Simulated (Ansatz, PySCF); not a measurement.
WCl3, SMILES [Cl][W]([Cl])[Cl] (connectivity only; charge and spin as stated), neutral, multiplicity 4. Atoms are numbered in the order given.

```xyz
4

W      0.0000     0.0000    -0.0076
Cl     1.9763    -1.1410    -0.0077
Cl    -1.9763    -1.1411    -0.0077
Cl     0.0000     2.2821    -0.0077
```
Charge 0, spin multiplicity 4.

Geometry optimised at B3LYP-D3(BJ)/def2-SVP. The spin state was assumed, not searched. The def2 effective core potentials stand for the cores of W; spin–orbit coupling is left out.

Two levels are set side by side: PBE-D3(BJ)/def2-SVP (Ansatz, an electronic-structure program) and B3LYP-D3(BJ)/def2-SVP (Ansatz). Each level has its own optimised geometry; the coordinates shown are those of the second. Frequencies come from the Hessian of PySCF at each geometry. Differences are taken from unrounded values.

```csv
quantity,B3LYP-D3(BJ)
mean bond length (Å),2.282
bond W1–Cl2 (Å),2.282
bond W1–Cl3 (Å),2.282
bond W1–Cl4 (Å),2.282
highest harmonic wavenumber (cm⁻¹),409
mean harmonic wavenumber (cm⁻¹),245
zero-point energy (kcal/mol),2.10
```

**Question.** What does PBE-D3(BJ) give, and how far is it from B3LYP-D3(BJ)? (Estimate from the structure and the level; the computed values follow.)

**Answer.** 
```
quantity                            PBE-D3(BJ)  PBE-D3(BJ) minus B3LYP-D3(BJ)
----------------------------------  ----------  -----------------------------
mean bond length (Å)                     2.277                         -0.005
bond W1–Cl2 (Å)                          2.277                         -0.005
bond W1–Cl3 (Å)                          2.277                         -0.005
bond W1–Cl4 (Å)                          2.277                         -0.005
highest harmonic wavenumber (cm⁻¹)         405                             -4
mean harmonic wavenumber (cm⁻¹)            242                             -3
zero-point energy (kcal/mol)              2.08                          -0.02
```

Here PBE gives about what the other level gives.
